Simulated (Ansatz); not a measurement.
C2H7BS, SMILES `CCBS`. Charge 0, multiplicity 1.

```json
{"atom": "C1", "x (Å)": "-0.3129", "y (Å)": "-1.2796", "z (Å)": "-0.7024"}
{"atom": "C2", "x (Å)": "-0.1010", "y (Å)": "-0.2772", "z (Å)": "0.4319"}
{"atom": "B3", "x (Å)": "-0.1198", "y (Å)": "1.2157", "z (Å)": "-0.0252"}
{"atom": "S4", "x (Å)": "0.9697", "y (Å)": "2.4896", "z (Å)": "0.5673"}
{"atom": "H5", "x (Å)": "0.5075", "y (Å)": "-1.2415", "z (Å)": "-1.4232"}
{"atom": "H6", "x (Å)": "-1.2355", "y (Å)": "-1.0678", "z (Å)": "-1.2477"}
{"atom": "H7", "x (Å)": "-0.3731", "y (Å)": "-2.3037", "z (Å)": "-0.3269"}
{"atom": "H8", "x (Å)": "-0.9353", "y (Å)": "-0.3696", "z (Å)": "1.1450"}
{"atom": "H9", "x (Å)": "0.8002", "y (Å)": "-0.5256", "z (Å)": "1.0021"}
{"atom": "H10", "x (Å)": "-0.9243", "y (Å)": "1.6117", "z (Å)": "-0.8197"}
{"atom": "H11", "x (Å)": "1.7246", "y (Å)": "1.7479", "z (Å)": "1.3988"}
```

(1) List the harmonic frequencies (cm⁻¹, unscaled) at PBE0-D4/def2-TZVP in Ansatz. (Best estimate.)

(2) Is this a minimum?

(3) Give the ideal-gas thermochemistry at 298.15 K and 1 bar (rigid rotor, harmonic oscillator; point group C1, symmetry number 1).

## Answers

(1) Ansatz gave: 47, 204, 234, 324, 470, 658, 712, 834, 879, 920, 977, 1038, 1078, 1159, 1252, 1334, 1404, 1434, 1492, 1499, 2611, 2686, 3002, 3048, 3067, 3118, 3124.

(2) Yes, all 27 modes are real.

(3) Zero-point energy 230.9 kJ/mol; H(298) − E = 249.1 kJ/mol; entropy 320.9 J/(mol·K), of which translation 162.5, rotation 106.3, vibration 52.1; G(298) − E = 153.4 kJ/mol. Modes under 100 cm⁻¹ are hindered rotations or soft bends, so the harmonic entropy is rough.
